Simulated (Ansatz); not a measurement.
Name a neutral molecule of B, C, O and H with HOMO energy (PBE/def2-TZVPP) between -7.30 and -7.00 eV and LUMO energy (B3LYP/def2-TZVPP) between -1.05 and -0.75 eV (Ansatz, PBE0-D4/def2-TZVP geometry).

`BOC(O)O` (-7.22 eV, -0.94 eV). Other molecules can fit too; these were computed, each in one conformer that needn't be the lowest.

B3LYP here is the variant with VWN-RPA as its local correlation; programs differ in this.
